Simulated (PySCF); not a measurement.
F2W, SMILES [F][W][F] (connectivity only; charge and spin as stated), neutral, multiplicity 5. Geometry: PBE-D3(BJ)/def2-TZVP. The multiplicity is an assumed one; other spin states were not compared. The def2 effective core potentials stand for the cores of W; spin–orbit coupling is left out.

Method: PySCF with PBE-D3(BJ)/def2-TZVP.

Harmonic wavenumbers (cm⁻¹): 120, 633, 649. Rotational constants (GHz): 37.77, 4.211, 3.789; symmetry number 2.

Problem. Work out the zero-point energy and the ideal-gas rigid-rotor harmonic-oscillator thermochemistry at 298.15 K and 1 atm.

Solution. ZPE = ½ Σ hcν = ½ × 1402 cm⁻¹ = 8.39 kJ/mol. H − E(el) = 20.86 kJ/mol. Entropy in J/(mol K): translation 176.12, rotation 93.79, vibration 16.21, spin 13.38, total 299.49. G − E(el) = -68.43 kJ/mol. Cp = 49.26 J/(mol K). Modes under 150 cm⁻¹ make the vibrational entropy uncertain.
